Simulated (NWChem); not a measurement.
System: SiBrF, singlet; SMILES Br[Si]F

The following NWChem deck was run.

```
start job
memory heap 200 mb stack 900 mb global 1100 mb
geometry units angstroms noautoz
  Si     0.644550    -1.160929     0.000000
  F     -0.768548    -1.946988     0.000000
  Br    -0.043758     1.020704     0.000000
end
basis spherical
  Si library def2-svp
  F library def2-svp
  Br library def2-svp
end
dft
  xc xpbe96 cpbe96
  iterations 150
  mulliken
end
task dft energy
```

Output (shortened):

```
             Northwest Computational Chemistry Package (NWChem) 7.3.0
             --------------------------------------------------------

 CS  symmetry detected

                             Geometry "geometry" -> ""
                             -------------------------

 Output coordinates in angstroms (scale by  1.889725989 to convert to a.u.)

  No.       Tag          Charge          X              Y              Z
 ---- ---------------- ---------- -------------- -------------- --------------
    1 Si                  14.0000     0.66224843    -1.17944142     0.00000000
    2 F                    9.0000    -0.73218122    -1.99816032     0.00000000
    3 Br                  35.0000    -0.07662420     0.98558922     0.00000000

 Effective nuclear repulsion energy (a.u.)     209.1459480380

      Symmetry information
      --------------------

 Group name             Cs
 Group number              2
 Group order               2
 No. of unique centers     3

  pbe96 is a nonlocal functional; adding pw91lda local functional.

                                 NWChem DFT Module
                                 -----------------

 Summary of "ao basis" -> "ao basis" (spherical)
 ------------------------------------------------------------------------------
       Tag                 Description            Shells   Functions and Types
 ---------------- ------------------------------  ------  ---------------------
 Si                         def2-svp                 8       18   4s3p1d
 F                          def2-svp                 6       14   3s2p1d
 Br                         def2-svp                12       32   5s4p3d

      Symmetry analysis of basis
      --------------------------

        a'         45
        a"         19

            General Information
            -------------------
          SCF calculation type: DFT
          Wavefunction type:  closed shell.
          No. of atoms     :     3
          No. of electrons :    58
           Alpha electrons :    29
            Beta electrons :    29
          Charge           :     0
          Spin multiplicity:     1
          Use of symmetry is: on ; symmetry adaption is: on
          Maximum number of iterations: 150
          AO basis - number of functions:    64
                     number of shells:    26
          Convergence on energy requested:  1.00D-06
          Convergence on density requested:  1.00D-05
          Convergence on gradient requested:  5.00D-04

              XC Information
              --------------
          PerdewBurkeErnzerhof Exchange Functional  1.000
            Perdew 1991 LDA Correlation Functional  1.000 local
           PerdewBurkeErnz. Correlation Functional  1.000 non-local

             Grid Information
             ----------------
          Grid used for XC integration:  medium
          Radial quadrature: Mura-Knowles
          Angular quadrature: Lebedev.
          Tag              B.-S. Rad. Rad. Pts. Rad. Cut. Ang. Pts.
          ---              ---------- --------- --------- ---------
          Si                  1.10       88           8.0       590
          F                   0.50       49           8.0       434
          Br                  1.15      112           8.0       590
          Grid pruning is: on
          Number of quadrature shells:   249
          Spatial weights used:  Erf1

      Superposition of Atomic Density Guess
      -------------------------------------

 Sum of atomic energies:       -2960.11686423

      Non-variational initial energy
      ------------------------------

 Total energy =   -2960.360572
 1-e energy   =   -4538.710396
 2-e energy   =    1369.203876
 HOMO         =      -0.278400
 LUMO         =      -0.033107

      Symmetry analysis of molecular orbitals - initial
      -------------------------------------------------

  Numbering of irreducible representations:

     1 a'          2 a"

  Orbital symmetries:

     1 a'          2 a'          3 a'          4 a'          5 a'
     6 a"          7 a'          8 a'          9 a'         10 a'
    11 a"         12 a'         13 a'         14 a'         15 a"
    16 a'         17 a'         18 a"         19 a'         20 a"
    21 a'         22 a'         23 a'         24 a'         25 a"
    26 a'         27 a"         28 a'         29 a'         30 a"
    31 a'         32 a'         33 a'         34 a'         35 a'
    36 a"         37 a'         38 a"         39 a'

     ---------------------------------------------
      Total Density - Mulliken Population Analysis
     ---------------------------------------------

    Atom       Charge   Shell Charges
 -----------   ------   -------------------------------------------------------
    1 Si  14    12.90   2.00  1.99  1.23  0.65  5.93  0.52  0.44  0.13
    2 F    9     9.59   1.99  1.15  0.78  3.53  2.14  0.00
    3 Br  35    35.51   2.00  2.00  2.00  1.37  0.58  6.00  5.99  2.41  3.15  8.23  1.73  0.06

   convergence    iter        energy       DeltaE   RMS-Dens  Diis-err
 ---------------- ----- ----------------- --------- --------- ---------
 d= 0,ls=0.0,diis     1  -2962.3643554715 -3.17D+03  2.80D-02  7.32D-01
 d= 0,ls=0.0,diis     2  -2961.9782132887  3.86D-01  1.81D-02  4.60D+00
 d= 0,ls=0.0,diis     3  -2962.4449624297 -4.67D-01  5.40D-03  6.72D-02
 d= 0,ls=0.0,diis     4  -2962.4449972052 -3.48D-05  3.67D-03  4.54D-02
 d= 0,ls=0.0,diis     5  -2962.4513026648 -6.31D-03  8.35D-04  1.61D-03
  Resetting Diis
 d= 0,ls=0.0,diis     6  -2962.4516209183 -3.18D-04  1.04D-04  4.33D-05
 d= 0,ls=0.0,diis     7  -2962.4516267319 -5.81D-06  5.53D-05  2.20D-06
 d= 0,ls=0.0,diis     8  -2962.4516257856  9.46D-07  3.93D-05  8.73D-06
 d= 0,ls=0.0,diis     9  -2962.4516270759 -1.29D-06  6.02D-06  2.63D-07
 d= 0,ls=0.0,diis    10  -2962.4516270984 -2.25D-08  1.42D-06  1.46D-08

[...]
```

Level: PBE/def2-SVP. Low-valent species are run as closed-shell singlets; no triplet was tried in these runs. The geometry was optimised at B3LYP/6-31G* (spherical d).
